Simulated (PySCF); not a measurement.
GaB at UHF

Level: UHF. Ga aug-cc-pVDZ-PP with ECP10, B aug-cc-pVDZ; scalar-relativistic core potentials (PySCF 2.14).

```
state                                           : ³Π (triplet), unpaired electrons σ ↑, π ↑
bond length                                     : 2.256 Å
harmonic wavenumber                             : 432 cm⁻¹
force constant                                  : 1.04 mdyn/Å
rotational constant Be                          : 0.3489 cm⁻¹
anharmonicity ωexe                              : 3.11 cm⁻¹
vibration–rotation constant αe                  : 0.00343 cm⁻¹
well depth De to Ga + B                         : 1.10 eV
dissociation energy D0                          : 1.07 eV
bond order (Mayer)                              : 0.93
dipole moment (positive dipole means Ga(−)B(+)) : -1.37 D
```

Spin–orbit coupling is left out. Hartree–Fock leaves out correlation, which carries a large part of most bond energies and some tenths to 1 eV of ionisation energies. The state was picked by a PBE0 search and need not be the measured ground state.
